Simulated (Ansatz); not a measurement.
Isomers of CH$_{9}$FSi$_{3}$, relaxed with PBE0-D4/def2-TZVP in Ansatz; electronic energies, one conformer each and not always the lowest. Functionals use def2-TZVPP; CBS adds triple-zeta CCSD(T) − MP2 to the MP2 limit of def2-TZVPP and def2-QZVPP.

Question: Order them by energy at frozen-core CCSD(T)/CBS, lowest first. (Best estimate.)
A. `FC([SiH3])([SiH3])[SiH3]`
B. `FC([SiH3])[SiH2][SiH3]`
C. `C[Si](F)([SiH3])[SiH3]`
D. `C[SiH2][SiH](F)[SiH3]`
E. `F[SiH]([SiH3])C[SiH3]`
F. `FC[SiH]([SiH3])[SiH3]`

Answer: E (0.0 kcal/mol), C (1.8 kcal/mol), D (3.8 kcal/mol), F (58.5 kcal/mol), B (63.2 kcal/mol), A (64.3 kcal/mol).

Question: How do B2PLYP, B3LYP, r2SCAN-D4, MP2/CBS(def2) place them (kcal/mol, against `F[SiH]([SiH3])C[SiH3]`)? (Best estimate.)

Answer: Computed: 
```
                    isomer  B2PLYP  B3LYP  r2SCAN-D4  MP2/CBS(def2)
`FC([SiH3])([SiH3])[SiH3]`    63.8   63.0       63.6           66.1
  `FC([SiH3])[SiH2][SiH3]`    62.1   60.1       61.6           66.5
   `FC[SiH]([SiH3])[SiH3]`    57.4   54.8       55.9           62.5
  `C[Si](F)([SiH3])[SiH3]`     1.4    0.1        0.1            3.3
   `C[SiH2][SiH](F)[SiH3]`     3.1    1.6        2.4            5.2
```

B3LYP here is the variant with VWN-RPA as its local correlation; programs differ in this.
